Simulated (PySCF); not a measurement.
**Radial density of Be⁺ (beryllium, charge +1)**

M06-L, [He] 2s1, 2S determinant. Computed with PySCF 2.14 in Sapporo-DZP-2012 (4s2p, 10 functions), with scalar relativity by spin-free X2C-1e.

```tsv
r (bohr)	4πr²ρ (e/bohr)	4πr²(ρα − ρβ)
0.00780	0.02477	0.0008
0.0131	0.06827	0.0021
0.0221	0.1812	0.0057
0.0371	0.4522	0.0139
0.0624	1.050	0.0313
0.105	2.123	0.0599
0.177	3.459	0.0861
0.297	3.912	0.0680
0.500	2.468	0.0011
0.841	0.6739	0.0516
1.41	0.4153	0.3815
2.38	0.4324	0.4323
4.00	0.06384	0.0638
6.73	0.001043	0.0010
```

Densities and radii are taken from the X2C orbitals without a picture-change correction, which distorts them close to the nucleus.
